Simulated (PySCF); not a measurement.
(PF2)3P, P₄F₆.
Structure used (PBE0-D3(BJ)/def2-SVP), in Å, numbered top down from 1:
```xyz
10
P4F6 angstrom
F     -2.292    1.394    0.087
P     -0.752    1.813   -0.193
F     -0.900    2.263   -1.726
P     -0.089   -0.307   -0.605
P     -1.015   -1.158    1.273
F     -2.048   -2.143    0.541
F      0.180   -2.217    1.541
P      1.980   -0.071    0.272
F      2.246    1.381   -0.397
F      2.741   -0.976   -0.813
```

Method used: TDDFT B3LYP/def2-SVPD, vertical, gas phase, core orbitals frozen in the response in PySCF 2.14.0, density-fitted response routines.

Ground-to-excited transition dipoles (e·a0, same axes as the geometry; the sign carries no meaning), for the states with f of 0.002 or more among the lowest 8:

```csv
state,E (eV),μx,μy,μz
S1,4.459,0.385,-0.484,0.168
S2,4.467,0.483,0.355,-0.229
S3,4.742,-0.021,0.073,0.155
S5,5.065,-0.289,0.082,0.019
S6,5.083,0.124,0.385,-0.189
S7,5.181,-0.163,0.039,0.157
S8,5.197,0.142,-0.214,0.089
```

Question: Work out the oscillator strengths.

Answer: f = (2/3) ΔE |μ|² with ΔE in hartree (27.2114 eV).

```csv
state,|μ|² (au),|μ| (D),f
S1,0.411,1.63,0.045
S2,0.412,1.63,0.045
S3,0.030,0.44,0.003
S5,0.090,0.76,0.011
S6,0.199,1.13,0.025
S7,0.053,0.58,0.007
S8,0.074,0.69,0.009
```

Question: Which bond between heavy atoms lies closest to the direction of the S2 transition dipole?

Answer: F1–P2, at 23° from it; next P4–P5 at 36°.

Question: What angle do the transition dipoles of S1 and S2 make?

Answer: |cos θ| = |μa·μb| / (|μa| |μb|) = 0.06, so θ ≈ 87° (taken between 0 and 90°, since the signs are arbitrary).

Question: How is the summed strength of these states shared among x, y and z?

Answer: (2/3) Σ ΔE μα² gives 0.060 for x, 0.065 for y and 0.020 for z, 0.146 in all.

All these states lie below the vertical ionisation energy of 9.46 eV (ΔSCF).

One conformer stands for the species.
